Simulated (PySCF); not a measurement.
# Correlation energy of Mg²⁺ (magnesium, charge +2)

[Ne], closed-shell 1S. All numbers are calculated (PySCF 2.14, no relativity, point nucleus, in aug-cc-pVDZ). Frozen: [He] 2s2; 6 electrons correlated.

Total MP2 correlation energy: -1.85 mhartree.

Same-spin part -0.54 and opposite-spin part -1.32 mhartree; SCS-MP2 scales them by 1/3 and 6/5 to -1.76 mhartree.

| level | correlation energy (mhartree) |
| --- | --- |
| CCSD | -1.80 |
| (T) | -0.03 |
| CCSD(T) | -1.83 |

Diagnostics: T1 = 0.00086, D1 = 0.0012, largest double amplitude 0.003.

Cost of the coupled-cluster step: 0.03 s of wall time on 1 thread of Intel(R) Xeon(R) 6975P-C (shared host), for 6 correlated electrons.

Iterations:

```
CC2 = 0
CCSD nocc = 3, nmo = 25
frozen orbitals [0, 1]
max_cycle = 100
direct = 0
conv_tol = 1e-08
conv_tol_normt = 1e-06
diis_space = 8
diis_start_cycle = 0
Init t2, MP2 energy = -198.826090525319  E_corr(MP2) -0.00185176297346449
Init E_corr(CCSD) = -0.00185176297346617
cycle = 1  E_corr(CCSD) = -0.00177229444984837  dE = 7.94685236e-05  norm(t1,t2) = 0.002077
cycle = 2  E_corr(CCSD) = -0.0017972808004014  dE = -2.49863506e-05  norm(t1,t2) = 0.000223042
cycle = 3  E_corr(CCSD) = -0.00179737224326593  dE = -9.14428645e-08  norm(t1,t2) = 4.22905e-05
cycle = 4  E_corr(CCSD) = -0.0017978519823672  dE = -4.79739101e-07  norm(t1,t2) = 4.54592e-06
cycle = 5  E_corr(CCSD) = -0.00179785398799  dE = -2.00562281e-09  norm(t1,t2) = 1.19229e-07
CCSD converged
E(CCSD) = -198.8260366163334  E_corr = -0.001797853987990002
CCSD(T) correction = -2.84741602734943e-05
```
